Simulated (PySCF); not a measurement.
C5H8OP2S.
SMILES with atom numbers: `[CH3:1][P@@:2](=[O:3])([PH2:4])[c:5]1[cH:6][cH:7][cH:8][s:9]1` (hydrogens: H10, H11, H12 on C1; H13, H14 on P4; H15 on C6; H16 on C7; H17 on C8)

Level: PBE0/pcSseg-1 and CAM-B3LYP/def2-SVPD in PySCF, non-relativistic, on one gas-phase PBE0-D3(BJ)/def2-SVP geometry that isn't relaxed in the solvent. The solvent is an IEF-PCM continuum (cavity from Bondi-type radii × 1.2). The model holds no explicit solvent molecules, cavitation or dispersion.

Gas phase at PBE0/pcSseg-1: HOMO -7.14 eV, LUMO -1.37 eV, dipole 4.08 D.

Question: What does the continuum do to the energy, the frontier levels and the dipole at PBE0/pcSseg-1 in cyclohexane and benzene?

Answer: 
```
    solvent      ε  E(solvent) − E(gas) (kJ/mol)  polarisation term (kJ/mol)  distortion of the solute (kJ/mol)  HOMO (eV)  LUMO (eV)  dipole (D)
cyclohexane  2.017                        -17.18                      -18.33                               1.15      -7.07      -1.28        4.62
    benzene  2.271                        -19.60                      -21.10                               1.50      -7.07      -1.27        4.71
```

The first energy column is the sum of the next two and covers electrostatics alone. From cyclohexane to benzene the lowering changes by a factor 1.14, Onsager's factor (ε − 1)/(2ε + 1) by 1.14 and ε itself by 1.1.

Question: Which radius a makes the point-dipole formula ΔE = −[(ε − 1)/(2ε + 1)]·μ²/a³ give the value in benzene, with the gas-phase dipole?

Answer: μ = 1.606 au and |ΔE| = 0.00747 Eh give a = 2.27 Å; the farthest nucleus lies 3.85 Å from the centroid of the nuclei, so such a sphere wouldn't even hold the nuclei. The formula assumes a rigid point dipole at the centre of a sphere.

Question: Which ESP-fitted charges (PBE0/pcSseg-1) respond most in benzene (means over atoms taken as equivalent)?

Answer: 
```
  atoms                  environment  gas (e)  solvent (e)  change
     O3            phosphoryl oxygen   -0.620       -0.662  -0.042
     P2        phosphoryl phosphorus   +0.941       +0.963  +0.022
     P4  three-coordinate phosphorus   -0.296       -0.316  -0.020
     C7           aromatic CH carbon   -0.293       -0.309  -0.016
     C5  substituted aromatic carbon   -0.400       -0.415  -0.015
H13/H14                 P–H hydrogen   +0.111       +0.125  +0.014
    H16            aromatic hydrogen   +0.193       +0.203  +0.010
    H17            aromatic hydrogen   +0.202       +0.211  +0.009
```

Question: Which Mayer bond orders change most in benzene?

Answer: 
| bond | length (Å) | gas | solvent | change |
| --- | --- | --- | --- | --- |
| P2–O3 | 1.497 | 1.810 | 1.776 | -0.034 |
| C1–P2 | 1.813 | 0.927 | 0.938 | +0.011 |
| P2–C5 | 1.804 | 0.754 | 0.763 | +0.009 |
| C5–C6 | 1.376 | 1.565 | 1.557 | -0.008 |
| P2–P4 | 2.224 | 0.936 | 0.941 | +0.005 |
| C1–H10 | 1.099 | 0.945 | 0.942 | -0.003 |
| C1–H11 | 1.100 | 0.942 | 0.939 | -0.003 |
| C1–H12 | 1.101 | 0.930 | 0.927 | -0.003 |

Question: How do the nuclear quadrupole coupling constants eQVzz/h respond in benzene?

Answer: 
```csv
nucleus,Q (barn),gas (MHz),solvent (MHz),η gas,η solvent
17O at O3,-0.0256,-6.12,-6.08,0.07,0.07
33S at S9,-0.06781,-29.94,-30.00,0.54,0.54
```

Gas phase at CAM-B3LYP/def2-SVPD: HOMO -8.34 eV, LUMO -0.32 eV, dipole 4.22 D.

Question: What does the continuum do to the energy, the frontier levels and the dipole at CAM-B3LYP/def2-SVPD in benzene?

Answer: 
| solvent | ε | E(solvent) − E(gas) (kJ/mol) | polarisation term (kJ/mol) | distortion of the solute (kJ/mol) | HOMO (eV) | LUMO (eV) | dipole (D) |
| --- | --- | --- | --- | --- | --- | --- | --- |
| benzene | 2.271 | -20.36 | -22.17 | 1.81 | -8.25 | -0.22 | 4.93 |

Question: How does the static polarisability (CAM-B3LYP/def2-SVPD, frozen core, with the continuum's full static response) change?

Answer: 
| medium | isotropic (au) | principal values (au) | ⟨r²⟩ of the electrons (bohr²) |
| --- | --- | --- | --- |
| gas | 128.5 | 107.0, 123.5, 155.0 | 1907.2 |
| benzene | 150.6 | 124.2, 147.5, 180.2 | 1906.9 |

The isotropic value in benzene is 1.17 times the gas-phase one; no cavity-field correction is applied. ⟨r²⟩ is taken about the centre of nuclear charge.

Hardware: one thread of an Arm Neoverse V1, shared host with 32 logical CPUs at a one-minute load of 9.3. Cost: 41 s of wall time, 1.2 GiB resident at most. This is the whole shielding run at PBE0/pcSseg-1 in benzene, SCF included.

Shape of the structure used: `[CH3:1][P@@:2](=[O:3])([PH2:4])[c:5]1[cH:6][cH:7][cH:8][s:9]1`: C1–P2–C5–C6 134°, H–P4–P2–C1 171°, H–P4–P2–C1 77°.
